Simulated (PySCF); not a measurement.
Gas-phase reaction: 3 GeH2 + 3 C2H6 ⇌ 3 GeH4 + 2 C3H6 (propylene)

Method: PySCF energies (xtb for GFN2) plus ideal-gas RRHO corrections (1 bar). † marks an energy on the PBE0/def2-TZVP geometry and frequencies; other levels use their own. CCSD(T) freezes the core. All species are closed-shell singlets. B3LYP is the form with VWN-RPA correlation. Ge: all electrons, no relativistic terms. GeH2: computed as isolated molecules; such fragments, hydroxides, amides, oligomers or adducts are transient or little studied in the gas. CCSD(T) isn't extrapolated to the basis-set limit; its ΔH°(298 K) is -223.8 kJ in def2-SVP and -244.5 kJ in def2-TZVPP. The harmonic model lacks anharmonicity and excited electronic states, which grow with temperature; levels with a mode under 35 cm⁻¹ are left out. Internal rotation in C2H6, C3H6 (propylene) is treated as a harmonic vibration of one conformer, which makes the entropy rough.

ΔH° and ΔS° at 298 K: B3LYP/def2-TZVP† -182 kJ, -163 J/K; BLYP/def2-TZVP† -167 kJ, -163 J/K; CCSD(T)/def2-TZVPP† -244 kJ, -163 J/K; GFN2-xTB 88 kJ, -160 J/K; HF/def2-TZVP† -194 kJ, -163 J/K; M06-2X/def2-TZVP† -190 kJ, -163 J/K.

With the heat capacities included, give log10 K (1 bar) at 500, 1200, 1400, 1800, 2000 K from B3LYP/def2-TZVP†, BLYP/def2-TZVP†, CCSD(T)/def2-TZVPP†, GFN2-xTB, HF/def2-TZVP†, M06-2X/def2-TZVP†.


```json
[
 {"T (K)": "500", "B3LYP/def2-TZVP†": "10.6", "BLYP/def2-TZVP†": "9.0", "CCSD(T)/def2-TZVPP†": "17.1", "GFN2-xTB": "-17.5", "HF/def2-TZVP†": "11.9", "M06-2X/def2-TZVP†": "11.4"},
 {"T (K)": "1200", "B3LYP/def2-TZVP†": "0.1", "BLYP/def2-TZVP†": "-0.6", "CCSD(T)/def2-TZVPP†": "2.8", "GFN2-xTB": "-11.4", "HF/def2-TZVP†": "0.6", "M06-2X/def2-TZVP†": "0.4"},
 {"T (K)": "1400", "B3LYP/def2-TZVP†": "-0.9", "BLYP/def2-TZVP†": "-1.4", "CCSD(T)/def2-TZVPP†": "1.5", "GFN2-xTB": "-10.7", "HF/def2-TZVP†": "-0.4", "M06-2X/def2-TZVP†": "-0.6"},
 {"T (K)": "1800", "B3LYP/def2-TZVP†": "-2.1", "BLYP/def2-TZVP†": "-2.5", "CCSD(T)/def2-TZVPP†": "-0.3", "GFN2-xTB": "-9.7", "HF/def2-TZVP†": "-1.7", "M06-2X/def2-TZVP†": "-1.9"},
 {"T (K)": "2000", "B3LYP/def2-TZVP†": "-2.5", "BLYP/def2-TZVP†": "-2.9", "CCSD(T)/def2-TZVPP†": "-0.9", "GFN2-xTB": "-9.3", "HF/def2-TZVP†": "-2.2", "M06-2X/def2-TZVP†": "-2.3"}
]
```
